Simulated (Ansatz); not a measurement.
Stepwise reaction of `[OH][SbH][OH]` with ammonia, as a gas-phase model of exchange steps in deposition or etching. ΔE in kJ/mol; ΔG adds harmonic PBE0-D4 terms to CCSD(T)/CBS, at 1 bar.

Gas-phase electronic energies from Ansatz, PBE0-D4/def2-TZVP geometries. CCSD(T)/CBS adds triple-zeta CCSD(T) − MP2 to the extrapolated MP2 energy (def2 sets, frozen cores). This one scheme is used for every species. DFT in def2-TZVPP. B3LYP here is the variant with VWN-RPA as its local correlation; programs differ in this. Elements past krypton have def2 core potentials. For Sb outer-core shells are correlated without core-valence functions, which leaves a few kJ/mol of doubt a bond. One conformer a species, not always the lowest.

```tsv
step	reaction	PBE-D4	B3LYP-D4	ωB97M-V	CCSD(T)/CBS	ΔG(600 K)
1	`[OH][SbH][OH]` + NH₃ → `[NH2][SbH][OH]` + H₂O	27.5	27.1	24.9	23.3	17.5
```

Problem. Give the row of step 2, `[NH2][SbH][OH]` + NH₃ → `[NH2][SbH][NH2]` + H₂O. (Estimate.)

Solution. Computed: 
| step | reaction | PBE-D4 | B3LYP-D4 | ωB97M-V | CCSD(T)/CBS | ΔG(600 K) |
| --- | --- | --- | --- | --- | --- | --- |
| 2 | `[NH2][SbH][OH]` + NH₃ → `[NH2][SbH][NH2]` + H₂O | 30.3 | 31.9 | 31.0 | 27.6 | 25.5 |

Problem. By hand: ΔE of the 2 steps together at CCSD(T)/CBS.

Solution. (23.3) + (27.6) = 50.9 kJ/mol, or 25.5 kJ/mol a step.

In ΔE the steps differ by no more than 4.3 kJ/mol. All are uphill at CCSD(T)/CBS. ΔG lies between 17.5 and 25.5 kJ/mol a step. PBE-D4 differs from CCSD(T)/CBS by 2.7 to 4.2 kJ/mol a step. Isolated molecules leave out the surface, adducts and barriers. Largest T1 diagnostic: 0.015.
